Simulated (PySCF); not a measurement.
Ag²⁺: excitation energy

Ag²⁺ [Kr] 4d9 (2D) → Ag²⁺ [Kr] 4d8 5s1 (4F), as a difference of total energies. Computed with PySCF 2.14 in def2-QZVPPD with the def2 core potential (28 electrons), with scalar relativity through the core potential. Correlated levels: valence: 4s2 4p6 frozen. The calculations carry no spin-orbit coupling.

```tsv
method	excitation energy (eV)
UHF	7.301
MP2 (valence)	8.194
SCS-MP2 (valence)	8.339
CCSD (valence)	8.018
CCSD(T) (valence)	8.053
```

Task: How much does correlation contribute at CCSD(T) (valence)?

Result: 8.053 − (7.301) = 0.752 eV, measured against UHF.
